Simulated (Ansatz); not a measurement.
`Cl[SiH]1C=C1`, relaxed with RKS PBE0-D4/def2-TZVP in Ansatz from a PBE-D4/def2-SVP geometry. The force threshold is 0.005 eV/Å; the program also tests the step.

The species carries charge 0 and has multiplicity 1.

Start:

```xyz
7

Cl    1.980   -1.674   -0.465
Si    0.323   -0.438   -0.701
C    -0.808   -0.070    0.673
C     0.011    0.976    0.398
H    -0.082   -0.498   -2.135
H    -1.599   -0.278    1.412
H     0.174    1.982    0.817
```

| step | energy (eV) | largest force (eV/Å) | largest move (Å) |
| --- | --- | --- | --- |
| 1 | -22514.0112 | 0.612 | 0.000 |
| 2 | -22514.0550 | 0.392 | 0.033 |
| 3 | -22514.0614 | 0.059 | 0.015 |
| 4 | -22514.0615 | 0.033 | 0.003 |
| 5 | -22514.0616 | 0.012 | 0.003 |
| 6 | -22514.0616 | 0.006 | 0.002 |
| 7 | -22514.0616 | 0.001 | 0.000 |

End:

```xyz
7

Cl    1.949   -1.650   -0.463
Si    0.319   -0.431   -0.688
C    -0.796   -0.072    0.662
C     0.014    0.962    0.390
H    -0.076   -0.495   -2.106
H    -1.571   -0.263    1.394
H     0.162    1.948    0.812
```

It took 24 s on 2 threads of an Arm Neoverse V1 on a shared host, with 0.32 GiB of host memory at the peak.
